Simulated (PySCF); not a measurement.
C₂H₄Cl₂Ge, SMILES C=[CH][GeH]([Cl])[Cl]. Geometry: PBE-D3(BJ)/def2-SVP. The structure was generated by enumeration, and PubChem lists no compound with its InChIKey, so it may never have been made. The values are those of a single conformer.

Computed equilibrium geometry at PBE-D3(BJ)/def2-SVP (PySCF confirms it by a frequency run) as Cartesian coordinates in Å (one conformer of several):
```xyz
9

Ge     0.1244    -0.3105    -0.3878
Cl     0.4289     1.8438    -0.4860
Cl     1.3221    -1.1006     1.2500
C     -1.7480    -0.6363    -0.0064
C     -2.6419     0.3602     0.1152
H      0.6908    -0.9247    -1.6891
H     -2.0501    -1.6910     0.1217
H     -3.7038     0.1587     0.3376
H     -2.3445     1.4164     0.0003
```
Charge 0, spin multiplicity 1.
